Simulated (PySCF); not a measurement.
## Correlation energy of Co²⁺ (cobalt, charge +2)

[Ar] 3d6 4s1, high-spin 6D determinant (an excited configuration). Calculation: PySCF 2.14, in ANO-RCC-VTZP (6s5p3d2f1g, 59 functions); scalar relativity by spin-free X2C-1e. Frozen: [Ne]; 15 electrons correlated.

```json
{"level": "CCSD", "correlation energy (mhartree)": "-405.34"}
{"level": "(T)", "correlation energy (mhartree)": "-6.82"}
{"level": "CCSD(T)", "correlation energy (mhartree)": "-412.16"}
```

Diagnostics: T1 = 0.0060, D1 = 0.0132, largest double amplitude 0.032.

Cost of the coupled-cluster step: roughly 20 core-seconds, for 15 correlated electrons.

Iterations:

```
CC2 = 0
CCSD nocc = (np.int64(10), np.int64(5)), nmo = (54, 54)
frozen orbitals [[0, 1, 2, 3, 4], [0, 1, 2, 3, 4]]
max_cycle = 100
direct = 0
conv_tol = 1e-08
conv_tol_normt = 1e-06
diis_space = 8
diis_start_cycle = 0
Init t2, MP2 energy = -0.404924573934709
Init E_corr(UCCSD) = -0.404924573934766
cycle = 1  E_corr(UCCSD) = -0.398923989050454  dE = 0.00600058488  norm(t1,t2) = 0.0425699
cycle = 2  E_corr(UCCSD) = -0.40534186158308  dE = -0.00641787253  norm(t1,t2) = 0.0100497
cycle = 3  E_corr(UCCSD) = -0.4049972701063  dE = 0.000344591477  norm(t1,t2) = 0.00365706
cycle = 4  E_corr(UCCSD) = -0.405353521444313  dE = -0.000356251338  norm(t1,t2) = 0.00130946
cycle = 5  E_corr(UCCSD) = -0.405343749609928  dE = 9.77183439e-06  norm(t1,t2) = 0.000290014
cycle = 6  E_corr(UCCSD) = -0.405337339415257  dE = 6.41019467e-06  norm(t1,t2) = 7.71344e-05
cycle = 7  E_corr(UCCSD) = -0.405339862623134  dE = -2.52320788e-06  norm(t1,t2) = 2.204e-05
cycle = 8  E_corr(UCCSD) = -0.405340251610723  dE = -3.88987589e-07  norm(t1,t2) = 4.66873e-06
cycle = 9  E_corr(UCCSD) = -0.405339984229411  dE = 2.67381312e-07  norm(t1,t2) = 1.16274e-06
cycle = 10  E_corr(UCCSD) = -0.405339973944481  dE = 1.02849296e-08  norm(t1,t2) = 3.41751e-07
cycle = 11  E_corr(UCCSD) = -0.4053399933147  dE = -1.93702185e-08  norm(t1,t2) = 1.29775e-07
cycle = 12  E_corr(UCCSD) = -0.405339989084366  dE = 4.23033414e-09  norm(t1,t2) = 3.28624e-08
UCCSD converged
E(UCCSD) = -1391.25693707638  E_corr = -0.4053399890843656
UCCSD(T) correction = -0.00682093565186136
```
